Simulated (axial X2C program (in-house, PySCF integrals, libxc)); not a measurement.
**Bond lengths and stretching modes, held linear, of OCSe⁺**

Calculated with an in-house all-electron X2C program for linear molecules (integrals from PySCF): two-component X2C with atomic mean-field Coulomb and Gaunt terms, Gaussian nuclei, basis O dyall-av3z, C dyall-v3z, Se dyall-v3z with contracted cores. Spin-free rows use the one-electron spin-free X2C Hamiltonian.

Masses O 15.995, C 12.000, Se 79.917 u. States: 2c Ω = 3/2 (beyond evenly filled blocks: ω = 3/2); spin-free M_S = 1/2, Λ = 1 (beyond evenly filled blocks: π+α, π+β, π-α).

B3LYP, spin-free: energies above the lowest point

```csv
r(O–C) (Å),r(C–Se) (Å),E (meV)
1.0959,1.7482,98.91
1.0959,1.7930,56.50
1.0959,1.8378,59.56
1.1240,1.7482,33.76
1.1240,1.7930,0.00
1.1240,1.8378,10.72
1.1240,1.8826,55.71
1.1521,1.7482,64.78
1.1521,1.7930,39.85
1.1521,1.8378,58.33
1.1802,1.7930,157.98
1.1802,1.8826,243.15
```

**Question.** Fit a quadratic surface with cubic terms in each bond: where is the minimum, and what are the two stretching wavenumbers?

**Answer.** At B3LYP, spin-free: bonds 1.125 and 1.803 Å; harmonic stretches 519.5 and 2186.4 cm⁻¹; force constants 19.3, 3.34 and coupling 0.99 mdyn/Å.

The other levels and Hamiltonians give:

```csv
Hamiltonian,level,r(O–C) (Å),r(C–Se) (Å),lower stretch (cm⁻¹),upper stretch (cm⁻¹)
2c,PBE0,1.123,1.791,536.9,2225.5
2c,HF,1.089,1.861,411.7,2432.6
2c,B3LYP,1.125,1.806,514.7,2189.5
spin-free,PBE0,1.123,1.788,541.1,2222.4
spin-free,HF,1.089,1.855,423.1,2431.1
```

Each state is one determinant, the lowest of a limited PBE0 search; the stretches come from a fit to these few points and carry an uncertainty of a few per cent. Other orders of the atoms were not compared. Left out for rough or failed fits: MP2 2c, MP2 spin-free. The levels spread by more than a fifth, so the stretches depend strongly on the method. The molecule was held linear; bending was not examined, so a bent shape may lie lower. Note: functional without a current term on a determinant with orbital currents, of the molecule or an atom.
